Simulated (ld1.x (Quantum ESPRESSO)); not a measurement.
**Before and after: TM potential for Sc (Z = 21)**

```
Element                 : Sc (Z = 21)
Generator               : ld1.x (Quantum ESPRESSO) 7.5
Type                    : norm-conserving Troullier–Martins (Kleinman–Bylander form)
Functional              : PW91
Relativity              : scalar-relativistic
Frozen core             : [Ar]
Valence charge          : 3
Reference configuration : 3d1 4s1.5 4p0 (charge +0.5)
Partial waves           : 4s (bound): rc 2.80 bohr; 4p (bound, empty): rc 4.15 bohr; 3d (bound): rc 2.15 bohr
Local potential         : the d channel
Core correction         : a·sin(br)/r model core inside 1.10 bohr
```

Change: wave 4s (bound): rc 2.80 bohr becomes 4s (bound): rc 3.78 bohr.

Cutoffs: the cutoffs (Ry, on a coarse ladder) from which the occupation-weighted sum of valence levels, in a spherical-Bessel basis at the reference potential, stays within 10 and 1 mRy of its value at 400 Ry; they do not see the model core or the augmentation charge, which bear on the density cutoff. Errors are all-electron minus pseudo energies relative to the spin-unpolarised reference configuration.

**Question.** Predict the effect on cutoff, ghosts and configuration errors.

**Answer.** The potential gets neither clearly harder nor softer (40 Ry and 50 Ry → 40 Ry and 50 Ry); both files keep a bound ghost (p, s); of the 6 tests that both files solve, the error grows in 3 and shrinks in 2 by more than 15 % and 0.3 meV (median size 15.6 → 40.9 meV).

| quantity | base | changed |
| --- | --- | --- |
| cutoff, loose | 40 Ry | 40 Ry |
| cutoff, tight | 50 Ry | 50 Ry |
| bound ghosts | s, p | s, p |
| tests counted (converged, no solver errors) | 6 of 7 | 6 of 7 |
| error for 3d1 4s2 4p0, meV [ΔE -2.77 eV] | 0.0 | -0.2 |
| error for 3d1 4s1 4p0, meV [ΔE 4.16 eV] | -1.0 | -2.0 |
| error for 3d1 4s0 4p0, meV [ΔE 16.95 eV] | -24 | -54 |
| error for 3d2 4s1 4p0, meV [ΔE -1.12 eV] | -117 | -89 |
| error for 3d0 4s2 4p0, meV [ΔE 5.68 eV] | -320 | -208 |
| error for 3d1 4s0 4p1, meV [ΔE 7.60 eV] | -7.5 | -28 |
| s: phases at 4.48 bohr within 0.05 rad from the reference energy up to (Ry; the scan ends near 5) | 0.5 | 0.4 |
| p: phases at 4.48 bohr within 0.05 rad from the reference energy up to (Ry; the scan ends near 5) | 1.0 | 1.0 |
| d: phases at 4.48 bohr within 0.05 rad from the reference energy up to (Ry; the scan ends near 5) | 0.1 | 0.1 |

Base: Tests not counted: 3d0 4s2 4p1 (solver errors, printed error -25.0 eV). Changed file: Tests not counted: 3d0 4s2 4p1 (solver errors, printed error -2.6 eV). A true bound ghost makes a file unfit for plane-wave use even where its test errors are small: the radial tests pick states by their node count and pass the ghost by. Where a test does run into it, the solver fails or the error is huge.
